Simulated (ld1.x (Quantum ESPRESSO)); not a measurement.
Varying the PAW potential for nitrogen

Base potential:

* Element: nitrogen
* Generator: ld1.x (Quantum ESPRESSO) 7.5
* Type: PAW
* Functional: PBEsol
* Relativity: scalar-relativistic
* Frozen core: [He]
* Valence charge: 5
* Reference configuration: 2s2 2p3
* Partial waves: 2s (bound): rcut 1.00, rcutus 1.05 bohr; 2s channel at 3 Ry: rcut 1.00, rcutus 1.05 bohr; 2p (bound): rcut 1.80, rcutus 1.90 bohr; 2p channel at 4.8 Ry: rcut 1.80, rcutus 1.90 bohr
* Local potential: all-electron potential smoothed inside 1.15 bohr (lloc = -1)
* Core correction: Bessel-smoothed model core inside 0.75 bohr
* Augmentation charge: PSQ, inside the norm-conserving radii

All-electron outer shells of the reference configuration (PBEsol, scalar-relativistic, ld1.x):

```tsv
shell	level (eV)	outermost node (bohr)	outermost maximum (bohr)
1s	-383.09	–	0.15
2s	-18.46	0.32	1.02
2p	-7.04	–	0.98
```

Cutoffs, loose and tight: the cutoffs (Ry, on a coarse ladder) from which the occupation-weighted sum of valence levels, in a spherical-Bessel basis at the reference potential, stays within 10 and 1 mRy of its value at 400 Ry. They do not see the model core or the augmentation charge, which bear on the density cutoff. Test errors are all-electron minus pseudo excitation energies from the reference, over the configurations 2s2 2p2; 2s2 2p1; 2s2 2p0; 2s0 2p5; 2s2 2p3.3; 2s1 2p0; 2s1 2p4. A dash means not determined; rows that change the core or the reference have their own tests.

| change | outcome | cutoff, loose | cutoff, tight | bound ghosts | largest test error (meV) |
| --- | --- | --- | --- | --- | --- |
| base | generated | 18 Ry | 30 Ry | none | -29 |
| waves 2s (bound): rcut 1.00, rcutus 1.36 bohr; 2s channel at 3 Ry: rcut 1.00, rcutus 1.36 bohr | generated | 18 Ry | 30 Ry | none | -17 |
| all radii but the core radius scaled by about 0.92 (s 0.96, p 1.76 bohr, rcut 0.92/1.66); local potential all-electron potential smoothed inside 1.06 bohr (lloc = -1) | generated | 30 Ry | 45 Ry | none | -29 |
| local potential all-electron potential smoothed inside 1.10 bohr (lloc = -1) | generated | 18 Ry | 30 Ry | none | -29 |
| wave 2s channel at 3 Ry: rcut 1.00, rcutus 1.05 bohr becomes 2s channel at -0.65 Ry: rcut 1.00, rcutus 1.05 bohr | generated | 18 Ry | 30 Ry | none | -24 |
| core correction Bessel-smoothed model core inside 1.14 bohr | generated | 18 Ry | 30 Ry | none | -33 |
| functional BP86 | generated | 18 Ry | 30 Ry | none | -31 |
| waves 2p (bound): rcut 1.80, rcutus 2.24 bohr; 2p channel at 4.8 Ry: rcut 1.80, rcutus 2.24 bohr | generated | 15 Ry | 30 Ry | none | -37 |
| reference 2s1 2p4 | generated | 18 Ry | 30 Ry | none | +8.0 |
| local potential all-electron potential smoothed inside 1.52 bohr (lloc = -1) | generated | 18 Ry | 35 Ry | none | -37 |
| local potential all-electron potential smoothed inside 1.76 bohr (lloc = -1) | generated | 18 Ry | 35 Ry | none | -32 |
| all radii but the core radius scaled by about 0.78 (s 0.82, p 1.48 bohr, rcut 0.78/1.40); local potential all-electron potential smoothed inside 0.90 bohr (lloc = -1) | generated | 45 Ry | 70 Ry | none | +34 |
